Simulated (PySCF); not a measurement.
A calculated (UHF, PySCF 2.14, cc-pVTZ-DK, scalar relativity by spin-free X2C-1e) atom or ion has these occupied shells.

```json
{"shell": "1s α", "electrons": "1", "orbital energy (eV)": "-3255.0", "rms radius, mean of both spins (bohr)": "0.0991"}
{"shell": "1s β", "electrons": "1", "orbital energy (eV)": "-3254.6", "rms radius, mean of both spins (bohr)": "0.0991"}
{"shell": "2s α", "electrons": "1", "orbital energy (eV)": "-351.85", "rms radius, mean of both spins (bohr)": "0.446"}
{"shell": "2s β", "electrons": "1", "orbital energy (eV)": "-351.46", "rms radius, mean of both spins (bohr)": "0.446"}
{"shell": "2p α", "electrons": "3", "orbital energy (eV)": "-274.82", "rms radius, mean of both spins (bohr)": "0.417"}
{"shell": "2p β", "electrons": "3", "orbital energy (eV)": "-274.13", "rms radius, mean of both spins (bohr)": "0.417"}
{"shell": "3s α", "electrons": "1", "orbital energy (eV)": "-48.822", "rms radius, mean of both spins (bohr)": "1.48"}
{"shell": "3s β", "electrons": "1", "orbital energy (eV)": "-45.007", "rms radius, mean of both spins (bohr)": "1.48"}
{"shell": "3p α", "electrons": "3", "orbital energy (eV)": "-29.144", "rms radius, mean of both spins (bohr)": "1.69"}
{"shell": "3p β", "electrons": "2", "orbital energy (eV)": "-27.617", "rms radius, mean of both spins (bohr)": "1.69"}
```

(1) Name the element and its charge.

## Answers

(1) Ar⁺ (argon, charge +1), in [Ne] 3s2 3p5, 2P determinant.
